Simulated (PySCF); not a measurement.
A structure optimised at PBE0-D3(BJ)/def2-SVP, used in a PySCF frequency run:

```xyz
13

C      2.6565     0.2664     0.2704
O      1.4203    -0.0254    -0.3153
Si    -0.0571     0.1423     0.4337
C     -1.3931    -0.4703    -0.7489
O     -2.6732    -0.2130    -0.2012
H      2.8245    -0.3112     1.1987
H      2.7568     1.3403     0.5152
H      3.4572     0.0060    -0.4388
H     -0.0887    -0.6202     1.7211
H     -0.3381     1.5841     0.7490
H     -1.3059    -1.5617    -0.8734
H     -1.2622    -0.0397    -1.7614
H     -2.8022     0.7411    -0.1796
```

### Question
Write its SMILES and formula.

### Answer
CO[SiH2]CO, C2H8O2Si

### Question
What are its rotational constants (standard atomic weights)?

### Answer
16.080, 1.6487, 1.5604 GHz
